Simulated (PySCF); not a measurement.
# Bromine: a sound run and one with changed settings

Sound run: Br²⁺ [Ar] 3d10 4s2 4p3, Br³⁺ [Ar] 3d10 4s2 4p2. All numbers are calculated (PySCF 2.14, the spin-free X2C one-electron Hamiltonian (Gaussian nucleus), in aug-cc-pVDZ-DK). In the sound run the correlated levels freeze [Ar] 3d10. The sound run starts from symmetry-adapted Hartree-Fock orbitals and uses a fine grid where one is needed.

Changed run: the non-relativistic Hamiltonian (point nucleus). This setting is unsound on purpose.

```json
{"species": "Br²⁺", "method": "UHF", "sound run (hartree)": "-2603.16187", "changed run (hartree)": "-2551.47584", "converged": "yes"}
{"species": "Br²⁺", "method": "TPSS", "sound run (hartree)": "-2604.79598", "changed run (hartree)": "-2553.11550", "converged": "yes"}
{"species": "Br²⁺", "method": "PBE0", "sound run (hartree)": "-2604.59082", "changed run (hartree)": "-2552.90871", "converged": "yes"}
{"species": "Br²⁺", "method": "MP2", "sound run (hartree)": "-2603.21907", "changed run (hartree)": "-2551.53432", "converged": "yes"}
{"species": "Br²⁺", "method": "CCSD(T)", "sound run (hartree)": "-2603.23411", "changed run (hartree)": "-2551.55026", "converged": "yes"}
{"species": "Br³⁺", "method": "UHF", "sound run (hartree)": "-2601.88948", "changed run (hartree)": "-2550.20877", "converged": "yes"}
{"species": "Br³⁺", "method": "TPSS", "sound run (hartree)": "-2603.50286", "changed run (hartree)": "-2551.82747", "converged": "yes"}
{"species": "Br³⁺", "method": "PBE0", "sound run (hartree)": "-2603.29585", "changed run (hartree)": "-2551.61896", "converged": "yes"}
{"species": "Br³⁺", "method": "MP2", "sound run (hartree)": "-2601.93398", "changed run (hartree)": "-2550.25437", "converged": "yes"}
{"species": "Br³⁺", "method": "CCSD(T)", "sound run (hartree)": "-2601.95068", "changed run (hartree)": "-2550.27240", "converged": "yes"}
```

Ionisation energy of Br²⁺:

| method | sound run (eV) | changed run (eV) |
| --- | --- | --- |
| UHF | 34.624 | 34.478 |
| TPSS | 35.188 | 35.049 |
| PBE0 | 35.238 | 35.096 |
| MP2 | 34.969 | 34.829 |
| SCS-MP2 | 34.847 | 34.705 |
| CCSD | 34.920 | 34.768 |
| CCSD(T) | 34.924 | 34.772 |

Most of the change in total energy is the relativistic energy itself. On top of that the contraction fixes the core shape for the Hamiltonian it was made with, so the changed run is not a good calculation with the other Hamiltonian either.

For comparison, NIST gives 34.871 ± 0.019 eV between the lowest levels.
